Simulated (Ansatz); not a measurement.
Abridged output of a molecular run in Ansatz:

```
Functional definition: HF
1135 factors; integrals over basis functions are off by at most 5.9e-4 eV
mean field evaluation 1: about -65893.2002 eV, gradient 4.0e1 eV
mean field evaluation 2: about -65893.3743 eV, gradient 4.0e1 eV
mean field evaluation 4: about -65896.9415 eV, gradient 3.4e0 eV
mean field evaluation 8: about -65896.9975 eV, gradient 1.9e-1 eV
mean field -65896.99761301 eV, -2421.6699956890 hartree, gradient 2.8e-6 eV, S^2 0.000000; 0 other end points of the search recorded, 0 dependent functions left out
15 core orbitals not correlated: weight in the atoms' cores, before any rotation towards them, 1.000 or more for the frozen orbitals, at most 0.000 for the correlated occupied ones
reference -65896.99761301 eV, -2421.6699956890 hartree; 14, 14 occupied and 162, 162 virtual orbitals, 1135 factors
second order -16.05587880 eV of doubles, -0.00000000 eV of singles
cycle   1  -16.19526467 eV  change   -1.4e-1 eV  update   1.0e-1
cycle   2  -16.74107397 eV  change   -5.5e-1 eV  update   3.0e-2
cycle   3  -16.82183859 eV  change   -8.1e-2 eV  update   1.4e-2
cycle   4  -16.81092175 eV  change    1.1e-2 eV  update   3.5e-3
cycle   5  -16.81158440 eV  change   -6.6e-4 eV  update   1.6e-3
cycle   6  -16.81148249 eV  change    1.0e-4 eV  update   4.7e-4
cycle   7  -16.81134463 eV  change    1.4e-4 eV  update   1.8e-4
cycle   8  -16.81139266 eV  change   -4.8e-5 eV  update   5.3e-5
cycle   9  -16.81139970 eV  change   -7.0e-6 eV  update   1.6e-5
perturbative correction -0.68019776 eV, -0.0249968067 hartree
Total energy: -65914.48921047 eV, -2422.3128000393 hartree
```

Its atoms:

Cartesian coordinates in Å:
```
N -0.203 0.746 -0.617
Si -0.189 0.491 1.066
Ge 0.340 -1.047 -0.552
H -0.394 1.450 -1.307
H 0.834 1.184 1.894
H -1.480 0.478 1.806
H 1.758 -1.283 -1.099
H -0.666 -2.020 -1.191
```

(1) Which basis set was used?
A. def2-SVPD
B. def2-TZVPP
C. cc-pV(Q+d)Z
D. def2-TZVPPD

(2) Write the keys of the input that set method, charge and spin (a neutral closed shell needs none for the last two).

Answers

(1) B. It gives 191 functions.

(2) 
```yaml
correlation: {method: ccsd_t}
```
